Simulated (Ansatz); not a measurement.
Compare A (`CO[Si]N`) with its isomer B (`NC(=O)[SiH3]`).

Computed with Ansatz on PBE0-D4/def2-TZVP structures; ΔE is electronic, products minus reactants. CCSD(T)/CBS is the MP2 limit (def2-TZVPP, def2-QZVPP) plus CCSD(T) − MP2 in def2-TZVPP, frozen cores. DFT in def2-TZVPP. B3LYP here is the variant with VWN-RPA as its local correlation; programs differ in this. Each species was taken in one conformer, which may not be the lowest.

A:

```xyz
9

C     0.6157   -1.5371   -0.4287
O     0.0847   -0.2366   -0.3394
Si   -0.1770    0.5296    1.1100
N    -0.7984    1.9862    0.4787
H    -0.0949   -2.1890   -0.9435
H     0.8276   -1.9656    0.5590
H     1.5457   -1.5151   -1.0030
H    -1.0889    2.7459    1.0718
H    -0.9147    2.1816   -0.5050
```

B:

Z-matrix (Å, degrees):
```
Si
C 1 1.923
H 1 1.482 2 107.6
H 1 1.491 2 111.8 3 120.4
H 1 1.482 2 107.6 3 -119.2
O 2 1.216 1 118.4 3 59.6
N 2 1.354 1 118.7 3 -120.5
H 7 1.009 2 119.1 1 -180.0
H 7 1.003 2 121.7 1 0.0
```

(1) Which is lower in electronic energy at CCSD(T)/CBS, and by how much? (Estimate.)

(2) Give E(B) − E(A) in kcal/mol with HF/def2-TZVPP, r2SCAN-D4, MP2/def2-TZVPP, CCSD(T)/def2-SVP, LDA (SPW92), BLYP-D4, B3LYP. (Estimate.)

(3) Does the order hold for the free energy at 298.15 K (harmonic terms from PBE0-D4)? (Estimate.)

Largest T1 diagnostic: 0.016.

Results:

(1) Ansatz gave: A, by 27.3 kcal/mol.

(2) Ansatz gave: HF/def2-TZVPP 24.4, r2SCAN-D4 21.2, MP2/def2-TZVPP 26.3, CCSD(T)/def2-SVP 18.8, LDA (SPW92) 22.9, BLYP-D4 22.4, B3LYP 24.1. None reverses the order clearly.

(3) Ansatz gave: Yes: G(B) − G(A) = +22.2 kcal/mol, for one conformer each.

At CCSD(T), def2-SVP lies −8.4 kcal/mol from the extrapolated value and def2-TZVPP −0.7 kcal/mol. From BLYP to BHLYP (50 % exact exchange), in def2-TZVPP and without D4, E(B) − E(A) moves by +3.8 kcal/mol.
